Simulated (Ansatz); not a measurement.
One change: `N[CH](O)[Zn][OH]` becomes `NC(O)O[SiH3]`.

Ansatz, PBE0-D4/def2-TZVP geometries, multiplicity 1. Each molecule was computed in one conformer, which needn't be the lowest.

Scalar relativity is left out up to krypton.

```
                                      property  `N[CH](O)[Zn][OH]`
size of the dipole moment (PBE/def2-TZVPP) / D                1.42
            HOMO energy (PBE0/def2-TZVPP) / eV               -6.64
             HOMO energy (PBE/def2-TZVPP) / eV               -5.37
       HOMO–LUMO gap (ωB97M-V/def2-TZVPP) / eV                9.96
           HOMO energy (B3LYP/def2-TZVPP) / eV               -6.48
         HOMO–LUMO gap (B3LYP/def2-TZVPP) / eV                5.74
```

(1) Give the same properties after the change, and the shifts. (An estimate is asked.)

Answers

(1) Computed: 
```csv
property,`NC(O)O[SiH3]`,shift
size of the dipole moment (PBE/def2-TZVPP) / D,1.54,0.12
HOMO energy (PBE0/def2-TZVPP) / eV,-7.94,-1.30
HOMO energy (PBE/def2-TZVPP) / eV,-6.40,-1.03
HOMO–LUMO gap (ωB97M-V/def2-TZVPP) / eV,12.48,2.52
HOMO energy (B3LYP/def2-TZVPP) / eV,-7.69,-1.21
HOMO–LUMO gap (B3LYP/def2-TZVPP) / eV,7.97,2.23
```

With PBE0 the HOMO falls by 1.30 eV and the LUMO rises by 0.95 eV, so the gap widens by about 2.25 eV. PBE moves the HOMO by -1.03 eV and ωB97M-V by -1.47 eV. Dipoles are sizes alone; their direction can turn.

Positive LUMOs are unbound, so they and the gaps depend on the basis.

B3LYP here is the variant with VWN-RPA as its local correlation; programs differ in this.
